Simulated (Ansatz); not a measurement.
One change: `NC(F)([SiH3])S` becomes `NC(F)([SiH3])[SiH3]`.

Ansatz, PBE0-D4/def2-TZVP geometries, multiplicity 1. Each molecule was computed in one conformer, which needn't be the lowest.

```tsv
property	`NC(F)([SiH3])S`
size of the dipole moment (PBE/def2-TZVPP) / D	1.98
HOMO energy (B3LYP/def2-TZVPP) / eV	-6.97
LUMO energy (PBE0/def2-TZVPP) / eV	-0.10
HOMO energy (PBE/def2-TZVPP) / eV	-5.96
HOMO energy (PBE0/def2-TZVPP) / eV	-7.19
HOMO–LUMO gap (PBE0/def2-TZVPP) / eV	7.09
```

Task: Give the same properties after the change, and the shifts. (Estimate.)

Result: The calculation gave: 
```tsv
property	`NC(F)([SiH3])[SiH3]`	shift
size of the dipole moment (PBE/def2-TZVPP) / D	1.30	-0.68
HOMO energy (B3LYP/def2-TZVPP) / eV	-7.84	-0.87
LUMO energy (PBE0/def2-TZVPP) / eV	0.18	0.28
HOMO energy (PBE/def2-TZVPP) / eV	-6.65	-0.69
HOMO energy (PBE0/def2-TZVPP) / eV	-8.04	-0.85
HOMO–LUMO gap (PBE0/def2-TZVPP) / eV	8.22	1.13
```

With PBE0 the HOMO falls by 0.85 eV and the LUMO rises by 0.28 eV, so the gap widens by about 1.13 eV. PBE moves the HOMO by -0.69 eV and ωB97M-V by -0.88 eV. Dipoles are sizes alone; their direction can turn.

B3LYP here is the variant with VWN-RPA as its local correlation; programs differ in this.
